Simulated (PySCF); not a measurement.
Te(F)(Et), C₂H₅FTe, SMILES CC[Te]F, PBE0/def2-SVP optimised geometry.

```
9

Te    -1.88    -0.44     0.00
F     -1.95     1.51     0.00
C      0.27    -0.44     0.00
C      0.85     0.39     1.13
H      0.58    -0.08    -0.99
H      0.55    -1.51     0.06
H      0.60    -0.03     2.11
H      0.46     1.41     1.09
H      1.95     0.43     1.04
```

Density from PBE0/def2-TZVP, def2 effective core potentials past Kr in PySCF 2.14.0 at that geometry. The core electrons that the potentials of Te replace are not part of the density.

Minimum of the electron density along straight lines between bonded atoms, close to the bond critical point (lines longer than 1.1 times the sum of covalent radii, or with two minima, are not listed):

```csv
bond,length / Å,ρ at the minimum / e bohr⁻³,∇²ρ there / e bohr⁻⁵,position (fraction from the first atom)
Te1–F2,1.953,0.119,(withheld),0.51
Te1–C3,2.153,0.118,-0.04,0.52
C3–C4,1.515,(withheld),(withheld),0.51
C3–H5,1.099,0.276,-0.94,0.65
C3–H6,1.103,0.270,-0.90,0.64
C4–H7,1.100,0.273,-0.92,0.64
C4–H8,1.100,0.274,-0.93,0.65
C4–H9,1.103,0.270,-0.90,0.64
```

Task: Some entries are withheld; supply them.

Result: 
- Te1–F2, ∇²ρ there / e bohr⁻⁵: 0.41
- C3–C4, ρ at the minimum / e bohr⁻³: 0.248
- C3–C4, ∇²ρ there / e bohr⁻⁵: -0.62
